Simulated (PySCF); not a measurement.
**A small calculation by hand: chemical shift, span and skew from a shielding tensor**

benzoquinone (C6H4O2), SMILES O=C1C=CC(=O)C=C1. Atoms are numbered in the order given.

```xyz
12

O      0.0000     0.0000     2.6598
C      0.0000     0.0000     1.4457
C      0.0000    -1.2653     0.6710
C      0.0000    -1.2653    -0.6710
C      0.0000     0.0000    -1.4457
O      0.0000     0.0000    -2.6598
C      0.0000     1.2653    -0.6710
C      0.0000     1.2653     0.6710
H      0.0000    -2.1848     1.2620
H      0.0000    -2.1848    -1.2620
H      0.0000     2.1848    -1.2620
H      0.0000     2.1848     1.2620
```

Geometry: PBE0-D3(BJ)/def2-SVP.

GIAO shieldings from PBE/pcSseg-1 run with PySCF, non-relativistic, no solvent. The symmetric part of the tensor of C3 has the principal values -70.4, 69.1, 129.5 ppm. The same nucleus in TMS has σ = 182.0 ppm at this level (PySCF, at its B3LYP-D3(BJ)/def2-TZVP geometry).

**Question.** Work out the isotropic shielding, the ¹³C shift against TMS, the span and the skew.

**Answer.** 
σ(iso) = (σ11 + σ22 + σ33)/3 = 42.7 ppm. δ = σ(ref) − σ(iso) = 182.0 − (42.7) = 139.3 ppm.
Span Ω = σ33 − σ11 = 199.9 ppm. Skew κ = 3(σ(iso) − σ22)/Ω = -0.40. Tumbling in solution averages the tensor to δ; in a static solid the shielding alone would spread this spin-1/2 line over Ω.
